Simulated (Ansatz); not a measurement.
`[O+]#[C][Mn-5]([C]#[O+])([C]#[O+])([C]#[O+])([C]#[O+])[C](F)(F)F`, charge 0, multiplicity 1.

(1) Give a relaxed structure at PBE0-D4/def2-TZVP (Ansatz 0.2.0). (An estimate is asked.)

Answers

(1) The calculation gave: 
Cartesian coordinates in Å:
```
O 1.0047 2.7122 0.6915
C 0.6072 1.6582 0.5906
Mn -0.0321 -0.0706 0.4097
C -0.6292 -1.7822 0.0331
O -0.9881 -2.8299 -0.1962
C -0.1997 -0.3075 2.2191
O -0.3063 -0.4470 3.3414
C 1.7064 -0.7077 0.3906
O 2.7656 -1.1037 0.3781
C -1.7630 0.5633 0.2297
O -2.8214 0.9436 0.1106
C 0.1339 0.2685 -1.6453
F -0.3966 1.4589 -2.0333
F -0.4921 -0.6539 -2.4172
F 1.4107 0.2977 -2.1023
```
Point group Cs.
This is one stationary point; other conformers may exist.
